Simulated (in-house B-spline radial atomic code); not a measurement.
Configurations of Dy³⁺, with energies counted from [Xe] 4f9. All numbers are computed (scalar-relativistic (X2C) OLYP, spin-polarised, spherical fractional occupations; Fermi nucleus of rms radius 5.2218 fm) with an all-electron radial atomic-structure program (B-spline basis), not measured. Shells without spins written out take the highest spin.

Occupations are held fixed; configurations that lie above the ionisation limit could autoionise.

```json
{"configuration": "[Xe] 4f(4 up, 5 down)", "E - E(ref) (eV)": "5.1867", "highest orbital": "4f up", "its <r> (bohr)": "0.8046"}
{"configuration": "[Xe] 4f8 5d1", "E - E(ref) (eV)": "9.4982", "highest orbital": "5d up", "its <r> (bohr)": "2.005"}
{"configuration": "[Kr] 4d10 4f9 5s2 5p5 6p1", "E - E(ref) (eV)": "36.288", "highest orbital": "6p up", "its <r> (bohr)": "3.464"}
{"configuration": "[Kr] 4d(4 up, 5 down) 4f(7 up, 2 down) 5s2 5p6 5d(1 up, 0 down)", "E - E(ref) (eV)": "166.34", "highest orbital": "5d up", "its <r> (bohr)": "2.003"}
{"configuration": "[Kr] 4d9 4f9 5s2 5p6 6p1", "E - E(ref) (eV)": "170.52", "highest orbital": "6p up", "its <r> (bohr)": "3.434"}
{"configuration": "[Kr] 4d9 4f9 5s2 5p6 6d1", "E - E(ref) (eV)": "177.82", "highest orbital": "6d up", "its <r> (bohr)": "4.536"}
{"configuration": "[Kr] 4d(5 up, 4 down) 4f(5 up, 4 down) 5s2 5p6 5f(1 up, 0 down)", "E - E(ref) (eV)": "187.31", "highest orbital": "5f up", "its <r> (bohr)": "4.206"}
```

Question: Order these further configurations by energy, lowest first.
A. [Kr] 4d9 4f9 5s2 5p6 5d1
B. [Xe] 4f8 6p1
C. [Xe] 4f8 6d1
D. [Kr] 4d10 4f(5 up, 4 down) 5s2 5p(2 up, 3 down) 5f(0 up, 1 down)
E. [Kr] 4d10 4f9 5s2 5p5 6d1

Answer: B (18.747 eV), C (26.031 eV), E (43.483 eV), D (51.668 eV), A (161.27 eV).

Question: How far above the reference does [Xe] 4f(2 up, 6 down) 5f(0 up, 1 down) lie?

Answer: 32.48 eV; its least bound orbital is 5f down with <r> = 4.207 bohr.

Question: How far above the reference does [Kr] 4d10 4f9 5s2 5p5 6s1 lie?

Answer: 30.448 eV; its least bound orbital is 6s up with <r> = 2.939 bohr.

Question: How far above the reference does [Kr] 4d10 4f10 5s2 5p5 lie?

Answer: 21.16 eV; its least bound orbital is 4f down with <r> = 0.8491 bohr.
